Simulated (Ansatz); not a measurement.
ClH$_{6}$NOSi$_{2}$ (`N[Si](O)([SiH3])Cl`). Charge 0, multiplicity 1. Geometry: relaxed with PBE0-D4/def2-TZVP. It is one conformer, not always the lowest.

```xyz
11

N    -1.460   -0.548   -1.001
Si   -0.085    0.336   -0.552
O    -0.447    1.914   -0.266
Si    0.956   -0.658    1.289
Cl    1.219    0.290   -2.159
H    -2.132   -0.834   -0.309
H    -1.879   -0.432   -1.910
H     0.282    2.532   -0.191
H    -0.037   -0.878    2.377
H     1.558   -1.964    0.916
H     2.024    0.241    1.805
```

**Question.** What is the dipole moment at ωB97M-V/def2-TZVPP? (Best estimate.)

**Answer.** Ansatz gave: 1.28 D, with components (-1.04, 0.28, 0.69) D in this frame, pointing from negative to positive charge.

**Question.** And with PBE, r2SCAN, B3LYP? (Estimate.)

**Answer.** Ansatz gave: PBE 1.28 D, r2SCAN 1.32 D, B3LYP 1.27 D.

**Question.** Give the Mulliken charges with ωB97M-V, r2SCAN, B3LYP in def2-TZVPP. (An estimate is asked.)

**Answer.** Ansatz gave: 
| atom | ωB97M-V | r2SCAN | B3LYP |
| --- | --- | --- | --- |
| N1 | -0.35 | -0.44 | -0.38 |
| Si2 | 0.56 | 0.65 | 0.63 |
| O3 | -0.35 | -0.39 | -0.37 |
| Si4 | 0.00 | 0.11 | 0.10 |
| Cl5 | -0.24 | -0.27 | -0.27 |
| H6 | 0.12 | 0.16 | 0.14 |
| H7 | 0.12 | 0.16 | 0.14 |
| H8 | 0.18 | 0.20 | 0.19 |
| H9 | -0.02 | -0.07 | -0.06 |
| H10 | -0.01 | -0.05 | -0.05 |
| H11 | -0.02 | -0.06 | -0.06 |

B3LYP here is the variant with VWN-RPA as its local correlation; programs differ in this.
